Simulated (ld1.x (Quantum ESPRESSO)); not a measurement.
Before and after: PAW potential for cerium (Ce)

| Item | Value |
| --- | --- |
| Element | cerium (Ce) |
| Generator | ld1.x (Quantum ESPRESSO) 7.5 |
| Type | PAW |
| Functional | LDA (PZ) |
| Relativity | scalar-relativistic |
| Frozen core | [Kr] 4d10 4f1 |
| Valence charge | 11 |
| Reference configuration | 5s2 5p6 5d1 6s1.5 6p0 (charge +0.5) |
| Partial waves | 5s (bound): rcut 2.10, rcutus 2.40 bohr; 6s (bound): rcut 2.10, rcutus 2.40 bohr; 5p (bound): rcut 2.35, rcutus 2.85 bohr; 6p (bound, empty): rcut 2.35, rcutus 2.85 bohr; 5d (bound): rcut 1.95, rcutus 2.55 bohr; 5d channel at 0.95 Ry: rcut 1.95, rcutus 2.55 bohr |
| Local potential | all-electron potential smoothed inside 2.70 bohr (lloc = -2) |
| Core correction | Bessel-smoothed model core inside 2.25 bohr |
| Augmentation charge | BESSEL, radius 1.80 bohr |

Change: waves 5s (bound): rcut 2.10, rcutus 2.46 bohr; 6s (bound): rcut 2.10, rcutus 2.46 bohr.

Cutoffs: the cutoffs (Ry, on a coarse ladder) from which the occupation-weighted sum of valence levels, in a spherical-Bessel basis at the reference potential, stays within 10 and 1 mRy of its value at 400 Ry; they do not see the model core or the augmentation charge, which bear on the density cutoff. Errors are all-electron minus pseudo energies relative to the spin-unpolarised reference configuration. Spin-polarised tests are left out, since the open f shell is frozen unpolarised in the core.

**Question.** How do hardness, ghosts and transferability respond?

**Answer.** The potential gets neither clearly harder nor softer (12 Ry and 18 Ry → 12 Ry and 18 Ry); the errors of the 7 common tests hardly move; neither file shows a bound ghost.

```csv
quantity,base,changed
"cutoff, loose",12 Ry,12 Ry
"cutoff, tight",18 Ry,18 Ry
bound ghosts,none,none
"error for 5s2 5p6 5d1 6s2 6p0, meV [ΔE -2.53 eV]",+0.3,+0.3
"error for 5s2 5p6 5d1 6s1 6p0, meV [ΔE 3.74 eV]",-0.9,-0.9
"error for 5s2 5p6 5d1 6s0 6p0, meV [ΔE 15.09 eV]",-7.7,-7.7
"error for 5s2 5p6 5d2 6s1 6p0, meV [ΔE -1.60 eV]",-5.0,-5.0
"error for 5s2 5p6 5d0 6s2 6p1, meV [ΔE -0.15 eV]",-1.7,-1.7
"error for 5s2 5p6 5d2 6s0 6p0, meV [ΔE 3.98 eV]",-3.9,-3.8
"error for 5s2 5p6 5d1.5 6s1.5 6p0, meV [ΔE -2.12 eV]",-1.9,-1.9
s: phases at 3.11 bohr within 0.05 rad from the reference energy up to (Ry; the scan ends near 5),4.9,4.6
p: phases at 3.11 bohr within 0.05 rad from the reference energy up to (Ry; the scan ends near 5),3.7,3.7
d: phases at 3.11 bohr within 0.05 rad from the reference energy up to (Ry; the scan ends near 5),to the end of the scan,to the end of the scan
lowest overlap eigenvalue by channel,"s 0.10, p 0.09, d 0.16","s 0.09, p 0.09, d 0.16"
```
